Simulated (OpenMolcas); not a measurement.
Computed levels of 5d3 in ions with 71 electrons, in cm-1 above 4F 3/2.

```
Program             : OpenMolcas 26.06
Method              : CASSCF
Basis               : ANO-RCC-VQZP
Scalar Hamiltonian  : DKH2, point nucleus
Spin-orbit coupling : RASSI with atomic mean-field integrals over the reference wave functions, term energies averaged over their components
```

Active space for each ion: 3 electrons in 5 orbitals (5d).

```csv
Level,Ta2+,Re4+,Os5+,Ir6+,Pt7+
4F 5/2,2409,4585,5888,7476,9296
4F 7/2,4949,8876,11086,13679,16501
4F 9/2,7311,12331,14955,17897,20918
4P 1/2,12575,17056,19293,21781,24350
2G 7/2,14759,21258,24679,28627,32825
4P 5/2,16031,23139,26811,30944,35257
2P 1/2,19426,27953,32364,37366,42607
2H 11/2,20643,29747,34414,39679,45160
2D 5/2(1),22646,32704,37831,43582,49528
```

Q: Estimate 4F 9/2, 4P 1/2, 2G 7/2 for W3+ from its neighbours Ta2+ and Re4+.

A: 4F 9/2 is fine structure, which grows about as the fourth power of a screened charge, so the fourth roots are averaged: ((7311^0.25 + 12331^0.25) / 2)^4 = 9576. The calculation gives 9712, so the estimate is off by -1.4 %; the measured value is 9256 (the list in J. Phys. B 45, 035001 (2012)).
4P 1/2 is another term, which grows about linearly with the charge: (12575 + 17056) / 2 = 14816. The calculation gives 14815, so the estimate is off by 0 %; the measured value is 11773 (the list in J. Phys. B 45, 035001 (2012)).
2G 7/2 is another term, which grows about linearly with the charge: (14759 + 21258) / 2 = 18008. The calculation gives 17926, so the estimate is off by +0.5 %; the measured value is 15261 (the list in J. Phys. B 45, 035001 (2012)).

Mixed levels, with the weight of the term that names them: Os5+ 4F 9/2 (68 %), Ir6+ 4F 9/2 (61 %), Ir6+ 4P 1/2 (74 %), Ir6+ 2P 1/2 (74 %), Pt7+ 4F 9/2 (53 %), Pt7+ 4P 1/2 (72 %), Pt7+ 2P 1/2 (72 %).

Without dynamic correlation excited terms often stand tens of per cent too high (terms of higher spin than the ground term too low), and those without a measured partner can miss by more than the paired ones. Configurations with an s electron lie low in 5d ions of this charge, fall among these levels and mix in, so low-spin terms can stand far too high, up to twice their true height, and weights are not those of the real levels (holds for Ta2+). Some levels mix across a computed gap that differs much from the measured one, so their mixing is not that of the real levels (holds for W3+). Measured partners are found by configuration, term and J. A level has none where our copy of the source lacks it or the pairing is in doubt (some pairs that miss far off the trend of their configuration count as doubtful), and it then counts in no deviation. Only configurations of the active space appear.

A number in round brackets counts repeated terms of one configuration in the order of the reference energies.
